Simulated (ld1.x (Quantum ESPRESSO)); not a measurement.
# Reading a pseudo-wave (Ag (Z = 47))

Columns: radius, all-electron u(r) and pseudo u(r) of the 4p shell (level -66.76 eV) of silver in the configuration [Ar] 3d10 4s2 4p6 4d10 5s0 5p0; PBEsol, scalar-relativistic, TM scheme, ld1.x (Quantum ESPRESSO) 7.5.

```json
{"r (bohr)": "0.088", "all-electron": "0.3602", "pseudo": "0.0213"}
{"r (bohr)": "0.176", "all-electron": "-0.2867", "pseudo": "0.0844"}
{"r (bohr)": "0.264", "all-electron": "-0.6184", "pseudo": "0.1872"}
{"r (bohr)": "0.352", "all-electron": "-0.4376", "pseudo": "0.3255"}
{"r (bohr)": "0.440", "all-electron": "-0.0182", "pseudo": "0.4919"}
{"r (bohr)": "0.528", "all-electron": "0.4176", "pseudo": "0.6736"}
{"r (bohr)": "0.616", "all-electron": "0.7638", "pseudo": "0.8512"}
{"r (bohr)": "0.704", "all-electron": "0.9916", "pseudo": "1.0004"}
{"r (bohr)": "0.792", "all-electron": "1.1096", "pseudo": "1.0985"}
{"r (bohr)": "0.880", "all-electron": "1.1417", "pseudo": "1.1341"}
{"r (bohr)": "0.968", "all-electron": "1.1134", "pseudo": "1.1113"}
{"r (bohr)": "1.056", "all-electron": "1.0470", "pseudo": "1.0468"}
{"r (bohr)": "1.144", "all-electron": "0.9594", "pseudo": "0.9594"}
{"r (bohr)": "1.232", "all-electron": "0.8627", "pseudo": "0.8627"}
{"r (bohr)": "1.320", "all-electron": "0.7649", "pseudo": "0.7649"}
{"r (bohr)": "1.408", "all-electron": "0.6708", "pseudo": "0.6708"}
{"r (bohr)": "1.496", "all-electron": "0.5834", "pseudo": "0.5834"}
{"r (bohr)": "1.584", "all-electron": "0.5040", "pseudo": "0.5040"}
{"r (bohr)": "1.672", "all-electron": "0.4331", "pseudo": "0.4331"}
{"r (bohr)": "1.760", "all-electron": "0.3706", "pseudo": "0.3706"}
{"r (bohr)": "1.848", "all-electron": "0.3159", "pseudo": "0.3159"}
{"r (bohr)": "1.936", "all-electron": "0.2685", "pseudo": "0.2685"}
{"r (bohr)": "2.024", "all-electron": "0.2276", "pseudo": "0.2276"}
{"r (bohr)": "2.112", "all-electron": "0.1925", "pseudo": "0.1925"}
{"r (bohr)": "2.200", "all-electron": "0.1625", "pseudo": "0.1625"}
{"r (bohr)": "2.288", "all-electron": "0.1370", "pseudo": "0.1370"}
```

Q: How many radial nodes do the two functions have?

A: The all-electron 4p function has n − l − 1 = 2; the pseudo-wave has 0, since the states of the same l below it are removed with the core.

Q: At about which radius was the pseudo-wave matched?

A: 1.16 bohr. The columns agree to 0.0005 from 1.06 bohr on; several derivatives are matched, so the curves merge somewhat inside the radius.

Q: Where does each function peak?

A: Outermost all-electron maximum near 0.88 bohr, pseudo maximum near 0.88 bohr (to the table’s step).

Q: Is the pseudo-wave norm-conserving?

A: Yes: the TM scheme keeps the norm inside the radius equal to the all-electron one, which fixes the energy derivative of the logarithmic derivative at the level.
